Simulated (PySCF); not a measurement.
Mg(iPr)(OH) (C₃H₈MgO), SMILES C[CH](C)[Mg][OH]. Atoms are numbered in the order given.

```xyz
13

Mg     1.0715    -0.1056     0.0000
C     -1.0299    -0.3894     0.0000
C     -1.7080     0.1644     1.2604
C     -1.7080     0.1644    -1.2604
H     -1.1823    -1.4888     0.0000
H     -2.8005    -0.0305     1.2558
H     -1.5927     1.2602     1.3477
H     -1.3104    -0.2764     2.1909
H     -1.3104    -0.2764    -2.1909
H     -2.8005    -0.0305    -1.2558
H     -1.5927     1.2602    -1.3477
O      2.8293     0.1191     0.0000
H      3.7719     0.2609     0.0000
```
Charge 0, spin multiplicity 1.

The structure is a stationary point at r2SCAN-D4/def2-SVP. Other conformers were not sampled.

Method: HF/def2-TZVP run with PySCF.

Symmetry labels are those of the subgroup Cs that the program uses (full group Cs).

Computed valence orbital energies around the gap with their symmetry:
| orbital | symmetry | energy (eV) |
|---|---|---|
| HOMO−7 | A' | -15.60 |
| HOMO−6 | A" | -14.59 |
| HOMO−5 | A" | -14.03 |
| HOMO−4 | A" | -12.54 |
| HOMO−3 | A' | -12.38 |
| HOMO−2 | A" | -12.01 |
| HOMO−1 | A' | -12.01 |
| HOMO | A' | -8.95 |
| LUMO | A' | 1.32 |
| LUMO+1 | A' | 2.51 |
| LUMO+2 | A" | 2.61 |
| LUMO+3 | A' | 4.03 |
